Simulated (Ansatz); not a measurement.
Reaction (cleavage of the B–Si bond): `CB(N)[SiH2]O` + PH₃ → `CB(N)P` + `O[SiH3]`

Isolated molecules relaxed with PBE0-D4/def2-TZVP in Ansatz; ΔE leaves out vibrations. CCSD(T)/CBS is the MP2 limit (def2-TZVPP, def2-QZVPP) plus CCSD(T) − MP2 in def2-TZVPP, frozen cores. This one scheme is used for every species. Functionals use def2-TZVPP. One conformer a species, not always the lowest.

Is it downhill or uphill in electronic energy at CCSD(T)/CBS, and by how much? (Estimate.)

Ansatz gave: Downhill: ΔE = -0.38 eV.

What do these levels give: PBE-D4, ωB97X-V, PBE, HF/def2-TZVPP, SCS-MP2/def2-QZVPP, HF/CBS(def2)? (Estimate.)

The calculation gave: PBE-D4 -0.31, ωB97X-V -0.36, PBE -0.31, HF/def2-TZVPP -0.43, SCS-MP2/def2-QZVPP -0.42, HF/CBS(def2) -0.44 eV.

Largest T1 diagnostic among the species: 0.013.

From PBE to PBE0 (25 % exact exchange), in def2-TZVPP and without D4, ΔE moves by −0.04 eV.
